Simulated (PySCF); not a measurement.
F2GeH4Si, SMILES F[SiH](F)[GeH3].

Geometry optimised at PBE0-D3(BJ)/def2-SVP. This is a generated structure with no PubChem entry under its InChIKey; it may be hypothetical.

Two levels are set side by side: PBE/def2-TZVP (PySCF) and M06-2X/def2-TZVP (PySCF). Same geometry, gas phase. Differences are taken from unrounded values.

| quantity | M06-2X |
|---|---|
| orbital gap (eV) | 10.16 |
| highest occupied level (eV) | -9.70 |
| lowest empty level (eV) | 0.46 |
| dipole moment (D) | 1.90 |
| mean polarisability (bohr³) | 55.6 |

### Question
What does PBE give, and how far is it from M06-2X? (Estimate from the structure and the level; the computed values follow.)

### Answer

```csv
quantity,PBE,PBE minus M06-2X
orbital gap (eV),6.18,-3.99
highest occupied level (eV),-7.34,2.36
lowest empty level (eV),-1.17,-1.63
dipole moment (D),1.62,-0.28
mean polarisability (bohr³),58.6,3.1
```

Without exact exchange PBE keeps part of each electron's self-repulsion, which lifts occupied levels and narrows the gap. Loosely held outer electrons make PBE densities more polarisable. Differences between two approximate levels are no errors against the true value.

Rough cost on one machine, each run with all the roots and properties that it gave: M06-2X against PBE about 3 times.
